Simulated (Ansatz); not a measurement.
The first iterations of a band of CH6GaN (9 atoms, charge 0, multiplicity 1).

The calculation used RKS r2SCAN-D4/def2-SVP (Ansatz).

```yaml
movable_images: 5
climbing_image: yes
spring: 5.0 eV/Å²
optimiser: quadratic models (default)
start_path: through a guess of the saddle point
force_threshold: 0.05 eV/Å
iteration_limit: 60
end_points: relaxed
```

Image 0:

```xyz
9
Properties=species:S:1:pos:R:3
Ga 0.159 -0.223 0.513
H -0.305 -0.713 1.921
C 2.003 0.118 -0.058
H 2.591 -0.814 -0.039
H 2.045 0.532 -1.077
H 2.500 0.824 0.627
N -1.170 0.038 -0.696
H -2.154 -0.116 -0.504
H -1.031 0.353 -1.650
```

Image 6:

```xyz
9
Properties=species:S:1:pos:R:3
Ga -1.385 -0.895 0.838
H 1.814 -0.001 1.438
C 2.030 0.160 0.373
H 1.880 -0.779 -0.178
H 1.358 0.934 -0.021
H 3.073 0.484 0.259
N -1.374 -0.120 -0.859
H -2.203 0.186 -1.368
H -0.554 0.031 -1.446
```

| iteration | highest image above the first end (eV) | largest band force component (eV/Å) |
| --- | --- | --- |
| 1 | 5.356 | 14.164 |
| 2 | 3.504 | 2.888 |
| 3 | 2.689 | 1.762 |
| 4 | 2.471 | 1.578 |
| 5 | 2.655 | 0.501 |
| 6 | 2.789 | 1.977 |

Problem. Does the band converge within its limit, and where does its top end?

Solution. The run converged. It ended after 18 iterations with the highest image 2.899 eV above the first end. Neighbouring images differ by up to 2.8 eV, so the band resolves the path poorly. A vibrational analysis at the climbing image gives one clearly imaginary mode, 1171i cm⁻¹: a first-order saddle point. The orbitals stay closed-shell, which can raise the energy where a bond breaks towards radicals; this wasn't checked here.

Run time: 3.8 min on 2 threads of Arm Neoverse V2 (shared host), peak memory 0.15 GiB.
